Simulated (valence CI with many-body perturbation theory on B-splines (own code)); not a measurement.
Xe⁴⁰⁺: calculated level list

Calculated by valence CI with perturbative core correlation (CI+MBPT): four valence electrons over a frozen Dirac-Fock core [Ne], a basis of 11 s, 11 p, 10 d, 8 f, 5 g, 2 h functions for each j, with the one-electron correlation potential Σ1, the two-electron term Σ2, the three-electron term Σ3, Breit, model QED; selected CI, second order for the rest, scaled by the run's own slope (own B-spline code, finite nucleus).

No measured spectrum was set against this ion. As an estimate, large intervals hold to a few tenths of a per cent, small ones and those within an open d or f shell to about a per cent. Among the levels kept, up to 740 cm⁻¹ of a level comes from second order outside the variational space, and about a tenth of that is noise between levels of different J, which matters for small intervals.

Levels 91 to 135 of 171, with energies above the lowest level, (3s^2 3p1/2^2) J=0. "Leading %" is the weight of the configuration and term that name the level; weights of strongly mixed levels are sums over their largest components and can fall short, so below about 35 % the name and the second component can differ from the true leading terms, or belong to a minority configuration. In the jj column 3d3/2^4 stands for four electrons in 3d with j = 3/2.

```csv
No.,Configuration,Term,J,E (Ry),Leading %,Leading jj,g,Second component
91,3p3 3d,5D°,1,39.063,29,3p1/2^2 3p3/2 3d3/2 (87 %),1.147,28 % 3p3 3d 3D°
92,3s 3p2 3d,3D,3,39.106,73,3s 3p3/2^2 3d5/2 (77 %),1.264,9 % 3s 3p2 3d 1F
93,3s 3p2 3d,3D,2,39.155,17,3s 3p3/2^2 3d3/2 (70 %),1.112,13 % 3s 3p2 3d 3F
94,3s 3p2 3d,3F,4,39.331,43,3s 3p3/2^2 3d5/2 (76 %),1.126,26 % 3s 3p2 3d 1G
95,3s 3p2 3d,1D,2,39.729,59,3s 3p3/2^2 3d5/2 (83 %),1.039,22 % 3s 3p2 3d 3D
96,3s 3p 3d2,5G°,2,39.877,69,3s 3p1/2 3d3/2^2 (83 %),0.474,20 % 3s 3p 3d2 3F°
97,3s 3p2 3d,1F,3,40.092,40,3s 3p3/2^2 3d5/2 (75 %),1.166,34 % 3s 3p2 3d 3D
98,3s2 3d2,1S,0,40.097,63,3s^2 3d5/2^2 (71 %),,13 % 3s2 3d2 3P
99,3s 3p2 3d,1D,2,40.139,20,3s 3p3/2^2 3d5/2 (58 %),1.213,14 % 3s 3p2 3d 3P
100,3p3 3d,3F°,4,40.188,40,3p1/2^2 3p3/2 3d5/2 (89 %),1.256,28 % 3p3 3d 5D°
101,3p3 3d,3D°,2,40.408,34,3p1/2^2 3p3/2 3d5/2 (78 %),1.279,19 % 3p3 3d 3P°
102,3s 3p 3d2,5G°,3,40.476,52,3s 3p1/2 3d3/2^2 (68 %),0.986,18 % 3s 3p 3d2 3F°
103,3s 3p2 3d,3P,1,40.554,43,3s 3p3/2^2 3d5/2 (83 %),1.173,36 % 3s 3p2 3d 1P
104,3p3 3d,3G°,3,40.998,16,3p1/2^2 3p3/2 3d5/2 (60 %),1.088,15 % 3p3 3d 3D°
105,3s 3p2 3d,1D,2,41.309,51,3s 3p3/2^2 3d5/2 (81 %),1.084,20 % 3s 3p2 3d 3P
106,3p3 3d,3D°,1,41.634,11,3p1/2^2 3p3/2 3d5/2 (58 %),1.164,11 % 3s 3p 3d2 5D°
107,3s 3p 3d2,5D°,0,41.667,73,3s 3p1/2 3d3/2^2 (72 %),,18 % 3s 3p 3d2 3P°
108,3s 3p 3d2,5G°,3,41.742,20,3s 3p1/2 3d3/2 3d5/2 (72 %),1.170,19 % 3s 3p 3d2 3D°
109,3s 3p 3d2,5G°,4,41.769,60,3s 3p1/2 3d3/2 3d5/2 (86 %),1.159,14 % 3s 3p 3d2 5F°
110,3s 3p 3d2,5F°,2,41.827,27,3s 3p1/2 3d3/2 3d5/2 (72 %),1.115,22 % 3s 3p 3d2 5D°
111,3s 3p 3d2,5F°,1,41.875,53,3s 3p1/2 3d3/2^2 (62 %),0.399,25 % 3s 3p 3d2 3D°
112,3s 3p 3d2,5D°,1,42.139,50,3s 3p1/2 3d3/2^2 (74 %),1.402,14 % 3s 3p 3d2 3P°
113,3s 3p 3d2,5P°,1,42.359,48,3s 3p1/2 3d3/2 3d5/2 (65 %),1.916,19 % 3s 3p 3d2 3S°
114,3s 3p 3d2,5D°,2,42.374,25,3s 3p1/2 3d3/2^2 (57 %),1.284,18 % 3s 3p 3d2 3D°
115,3s 3p 3d2,3G°,5,42.679,36,3s 3p1/2 3d3/2 3d5/2 (76 %),1.204,25 % 3s 3p 3d2 5G°
116,3p3 3d,5D°,0,42.763,32,3s 3p1/2 3d3/2 3d5/2 (43 %),,26 % 3s 3p 3d2 1S°
117,3s 3p 3d2,3H°,4,42.778,30,3s 3p1/2 3d3/2 3d5/2 (72 %),1.041,21 % 3s 3p 3d2 3G°
118,3s 3p 3d2,3G°,3,42.782,24,3s 3p1/2 3d3/2 3d5/2 (74 %),1.076,9 % 3s 3p 3d2 5D°
119,3s 3p 3d2,5D°,2,42.793,20,3s 3p1/2 3d3/2 3d5/2 (63 %),1.163,10 % 3s 3p 3d2 3F°
120,3s 3p 3d2,3D°,1,42.852,28,3p1/2 3p3/2^2 3d3/2 (42 %),0.942,24 % 3p3 3d 5D°
121,3p4,3P,0,42.943,40,3p3/2^4 (68 %),,28 % 3p4 1S
122,3s 3p 3d2,5D°,4,43.469,50,3s 3p1/2 3d5/2^2 (61 %),1.329,18 % 3s 3p 3d2 5F°
123,3s 3p 3d2,5D°,3,43.496,35,3s 3p1/2 3d3/2 3d5/2 (77 %),1.346,22 % 3s 3p 3d2 5F°
124,3s 3p 3d2,5D°,2,43.864,25,3s 3p1/2 3d3/2 3d5/2 (80 %),1.463,15 % 3s 3p 3d2 5S°
125,3s 3p 3d2,3F°,4,43.941,28,3s 3p1/2 3d3/2 3d5/2 (38 %),1.186,19 % 3p3 3d 3F°
126,3p3 3d,5D°,3,44.057,28,3s 3p1/2 3d3/2 3d5/2 (46 %),1.203,12 % 3s 3p 3d2 1F°
127,3s 3p 3d2,5P°,2,44.146,19,3s 3p1/2 3d3/2 3d5/2 (46 %),1.424,12 % 3s 3p 3d2 5S°
128,3p3 3d,3F°,2,44.237,44,3p1/2 3p3/2^2 3d3/2 (56 %),0.891,12 % 3s 3p 3d2 1D°
129,3s 3p 3d2,5G°,5,44.253,29,3s 3p1/2 3d5/2^2 (66 %),1.184,29 % 3s 3p 3d2 3G°
130,3s 3p 3d2,3D°,1,44.334,19,3s 3p1/2 3d3/2 3d5/2 (55 %),1.185,9 % 3s 3p 3d2 3P°
131,3s 3p 3d2,3F°,2,44.417,26,3s 3p1/2 3d5/2^2 (70 %),1.069,13 % 3s 3p 3d2 3D°
132,3p3 3d,3D°,3,44.563,44,3p1/2 3p3/2^2 3d3/2 (29 %),1.125,11 % 3s 3p 3d2 3G°
133,3s 3p 3d2,3H°,4,44.611,32,3s 3p1/2 3d5/2^2 (39 %),1.079,16 % 3p3 3d 3G°
134,3s 3p 3d2,3G°,3,44.638,17,3s 3p1/2 3d5/2^2 (25 %),1.075,11 % 3p3 3d 3F°
135,3p3 3d,1P°,1,44.989,20,3p1/2 3p3/2^2 3d3/2 (53 %),0.889,17 % 3p3 3d 3D°
```

Where two levels of one J and parity lie close, their mixing, g and order are uncertain.
